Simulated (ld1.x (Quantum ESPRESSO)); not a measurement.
## Before and after: TM potential for copper

| Property | Result |
| --- | --- |
| Element | Cu |
| Generator | ld1.x (Quantum ESPRESSO) 7.5 |
| Type | norm-conserving Troullier–Martins (Kleinman–Bylander form) |
| Functional | PBE |
| Relativity | fully relativistic |
| Frozen core | [Ne] |
| Valence charge | 19 |
| Reference configuration | 3s2 3p6 3d9.5 4s0 4p0 (charge +1.5) |
| Partial waves | 3p (bound): rc 1.15 bohr; 3d (bound): rc 1.50 bohr; 3s (bound): rc 0.95 bohr |
| Local potential | the s channel |
| Core correction | none |

Open shells are filled in proportion to 2j + 1 (rel_dist='average').

Change: wave 3p (bound): rc 1.15 bohr becomes 3p (bound): rc 1.44 bohr.

Cutoffs: the cutoffs (Ry, on a coarse ladder) from which the occupation-weighted sum of valence levels, in a spherical-Bessel basis at the reference potential, stays within 10 and 1 mRy of its value at 400 Ry; they do not see the model core or the augmentation charge, which bear on the density cutoff. Errors are all-electron minus pseudo energies relative to the spin-unpolarised reference configuration.

**Question.** What does the change do?

**Answer.** The errors of the 7 common tests hardly move; the range in which the p1/2 phases agree widens (upper end 0.3 → at the end of the scan); neither file shows a bound ghost.

```tsv
quantity	base	changed
cutoffs, loose and tight	not determined	180 Ry, 260 Ry
bound ghosts	none	none
error for 3s2 3p6 3d10 4s1 4p0, meV [ΔE -16.82 eV]	+273	+273
error for 3s2 3p6 3d10 4s0 4p0, meV [ΔE -8.67 eV]	-1.3	-1.4
error for 3s2 3p6 3d9 4s0 4p0, meV [ΔE 12.67 eV]	+0.4	+0.2
error for 3s2 3p6 3d10 4s0.5 4p0, meV [ΔE -13.65 eV]	+157	+157
error for 3s2 3p6 3d9 4s1 4p1, meV [ΔE -10.01 eV]	+460	+432
error for 3s2 3p6 3d7 4s0 4p0, meV [ΔE 111.39 eV]	+314	+294
error for 3s2 3p6 3d9 4s2 4p0, meV [ΔE -14.85 eV]	+741	+741
s: phases at 1.65 bohr within 0.05 rad from the reference energy up to (Ry; the scan ends near 5)	-1.7	-1.7
p1/2: phases at 1.65 bohr within 0.05 rad from the reference energy up to (Ry; the scan ends near 5)	0.3	to the end of the scan
p3/2: phases at 1.65 bohr within 0.05 rad from the reference energy up to (Ry; the scan ends near 5)	0.4	1.3
d3/2: phases at 1.65 bohr within 0.05 rad from the reference energy up to (Ry; the scan ends near 5)	2.2	2.2
d5/2: phases at 1.65 bohr within 0.05 rad from the reference energy up to (Ry; the scan ends near 5)	2.2	2.2
```
